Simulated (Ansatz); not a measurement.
Species: C$_{3}$H$_{12}$OSi$_{2}$ (charge 0, singlet). 
Structure (B3LYP-D3(BJ)/def2-TZVP (Ansatz, an electronic-structure program) minimum search):
SMILES: [SiH3]CCCO[SiH3]
```xyz
18

Si    -2.3171     0.5580     0.5617
C     -1.6038    -0.8577    -0.4554
C     -0.6172    -0.4608    -1.5614
C      0.6014     0.2893    -1.0539
O      1.2740    -0.5006    -0.0782
Si     2.4610     0.0825     0.9012
H     -2.8874     1.5998    -0.3307
H     -3.3950     0.0489     1.4440
H     -1.2873     1.2011     1.4131
H     -2.4447    -1.4000    -0.8974
H     -1.1175    -1.5543     0.2318
H     -1.1131     0.1732    -2.3029
H     -0.2766    -1.3566    -2.0880
H      0.3036     1.2488    -0.6124
H      1.2809     0.5058    -1.8853
H      1.9832     1.2718     1.6503
H      3.6559     0.4835     0.1151
H      2.8096    -1.0101     1.8308
```
Charge 0, spin multiplicity 1.

Basis-set convergence of Hartree-Fock and CCSD correlation energies (hartree) with Ansatz. Valence correlation only, unless marked. No spin-orbit coupling. No relativistic terms.

```csv
basis,functions,E(HF),"E(corr, CCSD)"
aug-cc-pV(D+d)Z,264,-773.37553,-0.95146
aug-cc-pV(T+d)Z,570,…,…
```

Question: Complete the blanks.

Answer: 
- aug-cc-pV(T+d)Z, E(HF): -773.45383
- aug-cc-pV(T+d)Z, E(corr, CCSD): -1.11033
